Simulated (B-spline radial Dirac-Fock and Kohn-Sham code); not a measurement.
## Yb³⁺ 3p1/2: cross section and angular parameters

System: ytterbium as Yb³⁺ in the configuration [Xe] 4f13; threshold 2198.8 eV (orbital energy of the model). Model: Dirac-Hartree-Slater photoionisation with a Latter tail; cross sections with all multipoles, angular parameters from the dipole term and its interference with E2. Program: a radial atomic solver.

For linearly polarised light dσ/dΩ = σ/(4π) [1 + β P₂(cos θ) + (δ + γ cos²θ) sin θ cos φ], with θ from the polarisation vector and φ the angle between the beam and the projection of the electron momentum on the plane normal to the polarisation.

```tsv
hν (eV)	σ (kb)	β	γ	δ
2350	50.1	0.844	0.346	0.195
2984.4	36.8	1.402	0.288	0.034
3030	36.0	1.417	0.266	0.031
5050	15.1	1.596	0.010	0.001
5150	14.6	1.597	0.018	0.001
5414.7	13.2	1.598	0.041	0.001
5490	12.9	1.598	0.049	0.001
8390	5.30	1.562	0.450	0.011
9430	?	?	?	?
11300	2.66	1.504	0.861	0.027
11400	2.61	1.502	0.874	0.027
```

Q: Give the values at 9430 eV.

A: σ = 4.07 kb, β = 1.542, γ = 0.604, δ = 0.016.

Values without a named source are computed, but for edge energies of neutral atoms, which are taken from tables.
